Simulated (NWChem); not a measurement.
System: SiNH3BrCl; SMILES N[SiH](Cl)Br

```xyz
7

Si     0.4178    -0.5701     0.4567
N      1.9437    -0.9665    -0.2069
Cl    -0.8932    -2.0769    -0.0753
Br    -0.4703     1.3827    -0.2384
H      0.5278    -0.4742     1.9226
H      2.0179    -1.2600    -1.1746
H      2.7598    -0.4382     0.0830
```
Atoms are numbered in this order, from 1.

Results from NWChem. The geometry was optimised at B3LYP/6-31G* (spherical d). GIAO values for the isolated, static molecule; σ is the absolute isotropic shielding, δ = σ(reference) − σ with the isolated reference molecule computed at the same levels (1H: tetramethylsilane, 15N: ammonia, 29Si: tetramethylsilane). Spin-orbit effects, on the heavy nuclei and on their neighbours, are missing.

Q: Predict the results for PBE/pcSseg-1. Quantities: δ Si1 (ppm); δ N2 (ppm); σ Cl3 (ppm); σ Br4 (ppm); δ H5 (ppm); δ H6 (ppm); δ H7 (ppm).

A: The δ Si1 (ppm) is 6.2 and the δ N2 (ppm) is 56.3. The σ Cl3 (ppm) comes out as 826.9, the σ Br4 (ppm) is 2239.7 and the δ H5 (ppm) is 6.19. The δ H6 (ppm) is 1.57 and the δ H7 (ppm) comes out as 1.38.
